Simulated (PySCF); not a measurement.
Species: 2,3-dimethylbutanoic acid, C6H12O2.
Geometry (PBE0-D3(BJ)/def2-SVP, Å), atoms numbered from 1 in this order:
```xyz
20
C6H12O2 angstrom
C     -1.412    1.326   -0.437
C     -0.824   -0.081   -0.427
C     -1.357   -0.891    0.750
C      0.725   -0.065   -0.511
C      1.322   -1.452   -0.708
C      1.314    0.577    0.724
O      1.546    0.006    1.759
O      1.538    1.890    0.570
H     -1.027    1.922   -1.279
H     -1.170    1.873    0.489
H     -2.509    1.287   -0.521
H     -1.147   -0.584   -1.356
H     -1.015   -1.935    0.722
H     -2.458   -0.902    0.736
H     -1.034   -0.465    1.712
H      0.990    0.578   -1.364
H      2.398   -1.392   -0.932
H      1.209   -2.060    0.201
H      0.829   -1.969   -1.545
H      1.877    2.210    1.421
```

Method: TDDFT CAM-B3LYP/def2-SVPD, vertical, gas phase, core orbitals frozen in the response in PySCF 2.14.0, density-fitted response routines.

Transition dipole moments from the ground state, in atomic units and in the frame of the coordinates above (overall signs are arbitrary), for the states with f of 0.002 or more among the lowest 6:

```csv
state,E (hartree),μx,μy,μz
S2,0.2777,-0.248,-0.339,-0.407
S3,0.3049,0.281,-0.144,0.401
S5,0.3116,-0.287,-0.116,-0.082
S6,0.3185,0.028,0.298,-0.117
```

(1) Work out the oscillator strengths.

(2) Which bond between heavy atoms lies closest to the direction of the S2 transition dipole?

(3) What angle do the transition dipoles of S2 and S3 make?

(4) How is the summed strength of these states shared among x, y and z?

(5) What peak molar absorption coefficient would the strongest computed level give as a lone Gaussian band 0.4 eV wide at half height?

Answers

(1) f = (2/3) ΔE |μ|² with ΔE in hartree (27.2114 eV).

| state | \|μ\|² (au) | \|μ\| (D) | f |
| --- | --- | --- | --- |
| S2 | 0.342 | 1.49 | 0.063 |
| S3 | 0.261 | 1.30 | 0.053 |
| S5 | 0.103 | 0.81 | 0.021 |
| S6 | 0.104 | 0.82 | 0.022 |

(2) C4–C6, at 11° from it; next C6–O8 at 56°.

(3) |cos θ| = |μa·μb| / (|μa| |μb|) = 0.62, so θ ≈ 52° (taken between 0 and 90°, since the signs are arbitrary).

(4) (2/3) Σ ΔE μα² gives 0.045 for x, 0.047 for y and 0.068 for z, 0.160 in all.

(5) ε(max) = 2.175×10⁸ f / FWHM, with the width in cm⁻¹. S2: 2.175×10⁸ × 0.0633 / 3226 ≈ 4300 L mol⁻¹ cm⁻¹.

One conformer stands for the species.
